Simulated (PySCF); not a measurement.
**Fractional electron number in Ag (silver, neutral)**

The 5s alpha orbital of [Kr] 4d10 5s1 is emptied in steps (occupation f), with all orbitals relaxed, ending at [Kr] 4d10. Computed with PySCF 2.14 in aug-cc-pVTZ-PP with ECP28MDF (6s6p5d3f2g, 88 functions), with scalar relativity through the core potential. The exact energy is a straight line in f; departures are measured from the line between the end points of the same method.

| f | BHandHLYP (eV) | wB97X (eV) | M06-2X (eV) |
| --- | --- | --- | --- |
| 1 | 0.000 | 0.000 | 0.000 |
| 0.9 | -0.143 | -0.028 | -0.151 |
| 0.7 | -0.336 | -0.063 | -0.338 |
| 0.5 | -0.403 | -0.072 | -0.378 |
| 0.3 | -0.341 | -0.058 | -0.303 |
| 0.1 | -0.147 | -0.023 | -0.134 |
| 0 | 0.000 | 0.000 | 0.000 |

Task: For wB97X, how does the orbital energy at f = 1 compare with the removal energy?

Result: −ε = 7.082 eV against a total-energy difference of 7.392 eV. By Janak's theorem ε = ∂E/∂f, so the gap between them reflects the curvature. Along the path −ε is 7.149 (f = 0.9), 7.281 (f = 0.7), 7.407 (f = 0.5), 7.517 (f = 0.3), 7.608 (f = 0.1) eV.

```json
{"method": "BHandHLYP", "E(f=0) − E(f=1) (eV)": "7.464", "−ε at f=1 (eV)": "5.876", "−ε at f=0.5 (eV)": "7.452"}
{"method": "wB97X", "E(f=0) − E(f=1) (eV)": "7.392", "−ε at f=1 (eV)": "7.082", "−ε at f=0.5 (eV)": "7.407"}
{"method": "M06-2X", "E(f=0) − E(f=1) (eV)": "7.450", "−ε at f=1 (eV)": "5.757", "−ε at f=0.5 (eV)": "7.566"}
```

Reference removal energy between the ground levels: 7.576 eV (measured; NIST Atomic Spectra Database, ionization energies).
